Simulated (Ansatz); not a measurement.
CH5BSSi (`CB1[SiH2]S1`), relaxed with RKS PBE0-D4/def2-TZVP in Ansatz from a PBE-D4/def2-SVP geometry. The force threshold is 0.005 eV/Å; the program also tests the step.

Charge 0, multiplicity 1.

Start:

```xyz
9

C    -1.066    0.141    1.232
B    -0.178   -0.228    0.009
Si    1.297    0.152   -1.226
S    -0.106   -1.570   -1.171
H    -1.583    1.106    1.036
H    -0.432    0.323    2.126
H    -1.828   -0.624    1.481
H     2.724   -0.261   -1.001
H     1.170    0.961   -2.485
```

```json
{"step": "1", "energy (eV)": "-20500.3966", "largest force (eV/Å)": "0.641", "largest move (Å)": "0.000"}
{"step": "2", "energy (eV)": "-20500.4320", "largest force (eV/Å)": "0.271", "largest move (Å)": "0.023"}
{"step": "3", "energy (eV)": "-20500.4375", "largest force (eV/Å)": "0.050", "largest move (Å)": "0.014"}
{"step": "4", "energy (eV)": "-20500.4376", "largest force (eV/Å)": "0.021", "largest move (Å)": "0.003"}
{"step": "5", "energy (eV)": "-20500.4377", "largest force (eV/Å)": "0.025", "largest move (Å)": "0.009"}
{"step": "6 (rejected)", "energy (eV)": "-20500.4375", "largest force (eV/Å)": "0.063", "largest move (Å)": "0.005"}
{"step": "7", "energy (eV)": "-20500.4377", "largest force (eV/Å)": "0.002", "largest move (Å)": "0.002"}
```

End:

```xyz
9

C    -1.059    0.144    1.224
B    -0.171   -0.215    0.010
Si    1.282    0.126   -1.234
S    -0.089   -1.553   -1.158
H    -1.562    1.099    1.040
H    -0.437    0.305    2.111
H    -1.815   -0.609    1.456
H     2.697   -0.245   -0.988
H     1.155    0.948   -2.461
```

Hardware: 2 threads of an AMD EPYC 7571 on a shared host. Wall time 83 s, peak host memory 0.38 GiB.
